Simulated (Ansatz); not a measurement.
Ansatz (a first-principles code) input:

Ansatz 0.2 input:
```yaml
crystal:
  periodic: [false, false, false]
  atoms:
    - {symbol: C, position_ang: [2.58820222, -0.49348299, -0.30782511]}
    - {symbol: C, position_ang: [1.60893877, -0.31363870, 0.83867856]}
    - {symbol: C, position_ang: [0.34097553, -0.07021726, 0.74468979]}
    - {symbol: C, position_ang: [-0.74882385, 0.14477246, -0.20651139]}
    - {symbol: C, position_ang: [-1.36645748, 1.53306996, -0.00897256]}
    - {symbol: C, position_ang: [-1.81284334, -0.94788488, -0.05895281]}
    - {symbol: H, position_ang: [2.08438018, -0.38745832, -1.26445177]}
    - {symbol: H, position_ang: [3.37812239, 0.25235406, -0.23456324]}
    - {symbol: H, position_ang: [3.04172851, -1.48173045, -0.24975301]}
    - {symbol: H, position_ang: [2.07447419, -0.41057089, 1.81501222]}
    - {symbol: H, position_ang: [-0.34663165, 0.09353711, -1.23547289]}
    - {symbol: H, position_ang: [-2.15135668, 1.70498435, -0.74243615]}
    - {symbol: H, position_ang: [-1.79722932, 1.61428583, 0.98636891]}
    - {symbol: H, position_ang: [-0.60871954, 2.30531938, -0.12060111]}
    - {symbol: H, position_ang: [-2.60484269, -0.80519079, -0.79113053]}
    - {symbol: H, position_ang: [-1.37137078, -1.93052977, -0.20868796]}
    - {symbol: H, position_ang: [-2.24976861, -0.91444600, 0.93648606]}
basis:
  gaussian:
    orbitals: def2-TZVP
hamiltonian:
  xc: b3lyp
  dispersion: d3bj
magnetization: {spin_polarized: true, initial_magnetization: 1}
relax: {f_tol: 0.002, max_steps: 150}
```

Question: Predict the final energy.

Answer: -235.28660 Eh (B3LYP-D3(BJ)/def2-TZVP). The basis has 252 functions.

It need not be the lowest isomer of its formula.
